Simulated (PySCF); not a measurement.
C2H7FOSi, SMILES OC[Si@H](C)F. Atoms are numbered in the order given.

```xyz
12

C      1.7975    -1.0675    -0.4385
Si     0.4994     0.2308    -0.1142
F      0.6295     0.6937     1.4461
C     -1.2225    -0.4781    -0.3910
O     -2.1708     0.5574    -0.3198
H      1.8005    -1.3660    -1.4988
H      2.8001    -0.6858    -0.1923
H      1.6192    -1.9673     0.1709
H      0.7009     1.4473    -0.9494
H     -1.3884    -1.2706     0.3693
H     -1.2222    -0.9951    -1.3756
H     -3.0504     0.1773    -0.4050
```
Charge 0, spin multiplicity 1.

Coordinates come from a PBE0-D3(BJ)/def2-SVP optimisation. The structure was generated by enumeration; whether it is a known compound was not checked. Other conformers were not sampled.

The numbers are results of HF/def2-TZVP run with PySCF, not measurements.

Atomic charges (e):

```tsv
atom	IAO	Löwdin
C1	-0.73	-0.43
Si2	1.43	0.31
F3	-0.60	-0.08
C4	-0.32	-0.45
O5	-0.59	-0.07
H6	0.14	0.12
H7	0.15	0.13
H8	0.14	0.12
H9	-0.20	-0.05
H10	0.11	0.11
H11	0.10	0.11
H12	0.36	0.17
```

Give the Mayer and Wiberg (Löwdin basis) orders of the bonds. (Estimate from the structure and the level; the computed values follow.)


```csv
bond,Mayer,Wiberg
C1–Si2,0.98,1.19
Si2–F3,0.92,1.57
Si2–C4,0.97,1.09
C4–O5,0.94,1.59
C1–H6,0.95,0.91
C1–H7,0.96,0.91
C1–H8,0.96,0.91
Si2–H9,0.99,0.91
C4–H10,0.96,0.89
C4–H11,0.95,0.89
O5–H12,0.89,1.02
```
